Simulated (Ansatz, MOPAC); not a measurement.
Spectroscopic constants of BeN+, multiplicity 3 (lowest of 2S+1 = 1, 3, 5 at CCSD(T)/def2-TZVPP on PBE0 minima; our sources give no spin for the ground state, which may be another).

Seven points along R, fitted to fifth degree in 1/R; most abundant isotopes. In def2 and cc sets the state is the lowest found near the PBE0 minimum, followed along R.

Codes used: Ansatz (a quantum-chemistry and plane-wave program); MOPAC for PM6, PM7 (differences of heats of formation). Each number belongs to the level named beside it.

| level | r_e (Å) | ω_e (cm⁻¹) | ω_e x_e (cm⁻¹) | B_e (cm⁻¹) |
|---|---|---|---|---|
| PM6 | 1.538 | 1183 | 8.2 | 1.30 |
| PM7 | 1.566 | 1132 | 12 | 1.25 |
| SVWN5/def2-TZVPP | 1.596 | 938 | 11 | 1.21 |
| PBE/def2-TZVPP | 1.606 | 921 | 11 | 1.19 |
| B97M-V/def2-TZVPP | 1.588 | 946 | 14 | 1.22 |
| B3LYP/def2-TZVPP | 1.587 | 953 | 13 | 1.22 |
| PBE0/def2-TZVPP | 1.583 | 969 | 15 | 1.23 |
| CAM-B3LYP/def2-TZVPP | 1.575 | 993 | 13 | 1.24 |
| wB97X-V/def2-TZVPP | 1.584 | 990 | 11 | 1.23 |
| wB97M-V/def2-TZVPP | 1.580 | 992 | 12 | 1.23 |

The state that PM6, PM7 reach isn't checked; PM7 holds dispersion and hydrogen-bond terms.
